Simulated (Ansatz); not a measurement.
Consider the ligand exchange at the Se–C bond: `CSC[SeH]` + `OPO` → `OP(O)[SeH]` + `CSC`.

Program: Ansatz. Geometries: PBE0-D4/def2-TZVP. ΔE: electronic, gas phase. CCSD(T)/CBS adds triple-zeta CCSD(T) − MP2 to the extrapolated MP2 energy (def2 sets, frozen cores). DFT in def2-TZVPP. For Se outer-core shells are correlated without core-valence functions, which leaves a few kJ/mol of doubt a bond. Scalar relativity is left out up to krypton. Each species was taken in one conformer, which may not be the lowest.

(1) Is it downhill or uphill in electronic energy at CCSD(T)/CBS, and by how much? (Best estimate.)

(2) What do these levels give: PBE-D4, r2SCAN-D4, ωB97M-V, PBE, r2SCAN, PBE0, SCS-MP2/def2-TZVPP, CCSD/def2-TZVPP, CCSD(T)/def2-TZVPP, MP2/def2-QZVPP, HF/CBS(def2), CCSD/CBS(def2)? (Best estimate.)

Largest T1 diagnostic among the species: 0.013.

## Answers

(1) Computed: Downhill: ΔE = -69.2 kJ/mol.

(2) The calculation gave: PBE-D4 -79.4, r2SCAN-D4 -83.2, ωB97M-V -72.0, PBE -80.4, r2SCAN -83.6, PBE0 -77.5, SCS-MP2/def2-TZVPP -61.2, CCSD/def2-TZVPP -62.3, CCSD(T)/def2-TZVPP -63.1, MP2/def2-QZVPP -67.3, HF/CBS(def2) -69.3, CCSD/CBS(def2) -68.4 kJ/mol.

In def2-TZVPP, CCSD(T) changes the Hartree–Fock value by +5.4 kJ/mol (the triples alone add −0.8 kJ/mol) and MP2 by +5.0 kJ/mol.
